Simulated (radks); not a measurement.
Values are calculated unless marked as measured or tabulated.
Spherical quantum dot in the effective-mass picture: electrons in a parabolic well V = omega^2 r^2 / 2 with omega = 0.907, with a point charge +1 (a donor) at the centre, all in effective atomic units (hartree* = m*/eps^2 hartree, bohr* = eps/m* bohr), one dielectric constant everywhere. Level of theory: non-relativistic Kohn-Sham, exchange-only LDA, spin-polarised, spherical densities (a radial shooting solver with Libxc functionals). Levels are named by radial order and angular momentum (1s, 1p, 1d, 2s, ...), and open shells are averaged over m.

N = 20, configuration 1s2 1p6 1d10 2s2. This is the lowest configuration that the search found. Occupied and some empty levels:

| level | occupation | eigenvalue (hartree*) | <r> (bohr*) |
|---|---|---|---|
| 1s | 2 | 9.2285 | 1.471 |
| 1p | 6 | 9.7832 | 2.161 |
| 2s | 2 | 10.158 | 2.104 |
| 1d | 10 | 10.271 | 2.496 |
| 1f | 0 | 10.798 | 2.744 |
| 2p | 0 | 10.916 | 2.395 |
| 1g | 0 | 11.367 | 2.952 |

Energy (hartree*): total 123.523, kinetic 16.270, external 35.587, Hartree 79.161, exchange-correlation -7.4952. Static polarisability (adiabatic kernel): 22.82 bohr*^3, against N/omega^2 = 24.31 from the generalised Kohn theorem, which the central charge breaks.
